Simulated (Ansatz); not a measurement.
The cluster W₄Se₈⁻, 12 atoms. Hardware: 2 threads of AMD EPYC 7R13 on a shared host and a share (18 GiB) of an NVIDIA H100 80GB HBM3.

In the def2 sets W takes a core potential; there is no spin–orbit coupling. Correlated methods freeze 72 core orbitals; core or outer-core shells of W, Se are correlated, in sets that lack core-valence functions. Single mean-field runs in def2-TZVP are fitted with def2-universal-jkfit.

Task: How many basis functions does each of these Ansatz runs have, and roughly what does it cost? PBE0-D4/def2-TZVP, charge -1 doublet, energy, from earlier orbitals; PBE-D4/def2-SVP, charge -1 doublet, energy with a search over starts; BLYP-D4/def2-TZVP, charge -1 doublet, energy, from earlier orbitals; MP2/def2-SVP, charge -1 doublet, energy, from earlier orbitals; PBE-D4/def2-SVP, charge -1 doublet, energy, from earlier orbitals; PBE0-D4/def2-SVP, charge -1 doublet, energy, from earlier orbitals; PBE-D4/def2-SVP, charge -1 doublet, relaxation, 7 steps; PBE-D4/def2-TZVP, charge -1 doublet, energy and forces, from earlier orbitals; r2SCAN-D4/def2-TZVP, charge -1 doublet, energy, from earlier orbitals; RPA@PBE/def2-SVP, charge -1 doublet, energy, from earlier orbitals.

Result: Other jobs shared the machine, so times can vary by a factor of up to 3.

| run | functions | fitting or Cholesky vectors | wall time | peak host memory (GiB) |
| --- | --- | --- | --- | --- |
| PBE-D4/def2-SVP, charge -1 doublet, energy, from earlier orbitals | 384 | 3996 | 6 s | 1.1 |
| PBE-D4/def2-TZVP, charge -1 doublet, energy and forces, from earlier orbitals | 544 | 3036 | 8 s | 1.1 |
| BLYP-D4/def2-TZVP, charge -1 doublet, energy, from earlier orbitals | 544 | 3036 | 8.5 s | 1.1 |
| PBE0-D4/def2-SVP, charge -1 doublet, energy, from earlier orbitals | 384 | 3724 | 8.5 s | 1.1 |
| r2SCAN-D4/def2-TZVP, charge -1 doublet, energy, from earlier orbitals | 544 | 3036 | 9.5 s | 1.4 |
| RPA@PBE/def2-SVP, charge -1 doublet, energy, from earlier orbitals | 384 | 3724 | 10 s | 2.3 |
| PBE0-D4/def2-TZVP, charge -1 doublet, energy, from earlier orbitals | 544 | 3036 | 12 s | 1.2 |
| MP2/def2-SVP, charge -1 doublet, energy, from earlier orbitals | 384 | 3724 | 17 s | 1 |
| PBE-D4/def2-SVP, charge -1 doublet, energy with a search over starts | 384 | 3996 | 26 s | 1.3 |
| PBE-D4/def2-SVP, charge -1 doublet, relaxation, 7 steps | 384 | 3996 | 6 min | 2.4 |
